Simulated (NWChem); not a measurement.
System: HfH4; SMILES [HfH4]

Program: NWChem. Medium grid unless said otherwise, to which SCAN and Minnesota functionals are sensitive. Structure relaxed at the PBE-D3(BJ)/def2-SVP level. def2 effective core potentials on Hf; no spin-orbit coupling.

### Question
Order these by “orbital gap (eV)”, lowest first: PBE/def2-SVP; LC-BLYP (range parameter 0.33 per bohr)/def2-SVP; B3LYP/def2-SVP; MN15/def2-SVP.

### Answer
PBE/def2-SVP (3.98), B3LYP/def2-SVP (5.83), MN15/def2-SVP (7.29), LC-BLYP (range parameter 0.33 per bohr)/def2-SVP (10.67)
